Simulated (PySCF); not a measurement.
Al(AsH2)2(OH) (AlAs2H5O), SMILES [OH][Al]([AsH2])[AsH2].

The structure is a stationary point at B3LYP-D3(BJ)/def2-SVP. Other conformers were not sampled.

The numbers are results of PySCF with B3LYP-D3(BJ)/def2-SVP, not measurements.

Frequencies are harmonic and unscaled.

Computed vibrational spectrum:
```csv
mode,ν (cm⁻¹),IR (km/mol),Raman (Å⁴/amu),depolarisation,moving atoms (share of kinetic energy)
1,63,2.4,2.7,0.47,"As 53 %, H 26 %, Al 13 %"
2,70,1.1,0.6,0.56,"H 85 %, As 8 %"
3,91,0.1,1.1,0.41,"H 85 %, As 10 %"
4,151,8.1,0.8,0.66,"O 52 %, Al 20 %, As 17 %, H 11 %"
5,161,12.2,2.0,0.73,"Al 45 %, O 32 %, H 17 %"
6,231,1.7,25.1,0.14,"As 51 %, Al 26 %, O 19 %"
7,351,121.7,2.0,0.68,"H 90 %, O 10 %"
8,399,47.5,3.4,0.68,"Al 70 %, H 16 %, As 14 %"
9,468,8.7,1.8,0.44,H 97 %
10,508,104.3,1.3,0.70,H 92 %
11,526,36.2,1.0,0.73,"H 87 %, Al 8 %"
12,578,106.7,4.2,0.70,"H 78 %, O 11 %, Al 10 %"
13,584,20.2,6.7,0.71,H 90 %
14,862,86.7,3.8,0.38,"O 50 %, Al 41 %, H 8 %"
15,988,33.4,20.7,0.74,H 99 %
16,989,7.6,47.2,0.75,H 99 %
17,2158,64.0,218.3,0.13,H 99 %
18,2163,76.7,139.3,0.14,H 99 %
19,2174,61.5,141.5,0.68,H 99 %
20,2178,108.8,120.2,0.68,H 99 %
21,3920,94.4,170.9,0.30,H 94 %
```
